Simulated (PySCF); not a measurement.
Compound: C₇H₆ClO₂ (charge -1).
Atom-mapped SMILES: `[O:1]=[CH:2]/[CH:3]=[CH:4]/[CH:5]=[CH:6]/[C:7]([Cl:8])=[CH:9]\[O-:10]` (hydrogens: H11 on C2; H12 on C3; H13 on C4; H14 on C5; H15 on C6; H16 on C9)
Bond orders are those of one Lewis drawing.

Method: PBE0-D3(BJ)/def2-SVP geometry optimisation, gas phase in PySCF; density fitting, grid level 2; the optimiser is geomeTRIC in internal coordinates, started from a GFN2-xTB structure.

Geometry at step 0:
```
atom  x, y, z in Å
O1      4.6591    0.6273   -1.0910
C2      3.6511    0.2300   -0.5090
C3      2.3077    0.5280   -0.8275
C4      1.2474    0.0300   -0.1096
C5     -0.0994    0.2809   -0.3653
C6     -1.1204   -0.2511    0.3949
C7     -2.4842   -0.0741    0.2378
Cl8    -3.0737    0.9362   -1.0650
C9     -3.4696   -0.6543    1.0594
O10    -3.2647   -1.3925    2.0239
H11     3.7688   -0.4425    0.3740
H12     2.1263    1.1764   -1.6746
H13     1.4755   -0.6171    0.7327
H14    -0.3503    0.9231   -1.1993
H15    -0.8676   -0.8945    1.2303
H16    -4.5136   -0.3969    0.7768
```

**Question.** What forces act on the atoms?

**Answer.** 
```csv
atom,Fx (eV/Å),Fy (eV/Å),Fz (eV/Å)
O1,-0.111,-0.047,0.067
C2,0.774,0.155,-0.248
C3,-0.162,-0.053,0.080
C4,0.044,0.161,-0.215
C5,0.051,-0.078,0.101
C6,-0.282,0.089,-0.102
C7,0.338,0.324,-0.450
Cl8,-0.125,0.187,-0.239
C9,-0.219,-0.659,0.886
O10,0.005,0.047,-0.062
H11,-0.025,-0.241,0.319
H12,-0.044,0.297,-0.390
H13,0.124,-0.296,0.384
H14,-0.141,0.261,-0.338
H15,0.062,-0.282,0.370
H16,-0.290,0.136,-0.163
```

The largest, 1.13 eV/Å, acts on C9; the rms over all components is 0.286 eV/Å. The forces sum to zero within rounding, as they must for an isolated molecule in no field.

**Question.** Give the force on C9 in Eh/bohr and in nN.

**Answer.** 1.126 eV/Å ÷ 51.422 = 0.02189 Eh/bohr, and 1.126 eV/Å × 1.602 = 1.80 nN.

**Question.** How far is this geometry from the end of the optimisation?

**Answer.** 0.059 eV above it, and 0.088 Å rms away after alignment. The bonds farthest from their final lengths, with half the difference of the two atoms' forces along the bond (positive lengthens):

| bond | now (Å) | final (Å) | force along bond (eV/Å) |
| --- | --- | --- | --- |
| C7=C9 | 1.408 | 1.433 | +0.79 |
| C2–C3 | 1.412 | 1.430 | +0.39 |
| C4–H13 | 1.086 | 1.101 | +0.38 |
| C2–H11 | 1.116 | 1.131 | +0.30 |
| C6–H15 | 1.084 | 1.098 | +0.33 |
| C3–H12 | 1.082 | 1.095 | +0.28 |

The angle farthest from its final value is C3–C4–C5, 125.8° against 128.1°.

Of the 6 listed bonds off by 0.010 Å or more, this force points towards the final length in 6.

The cost below is that of the whole optimisation. The run took 2.0 min wall on one thread, Arm Neoverse V1 (aarch64), shared host with 32 logical CPUs at a one-minute load of 15, and the process peaked at 0.83 GiB of memory.
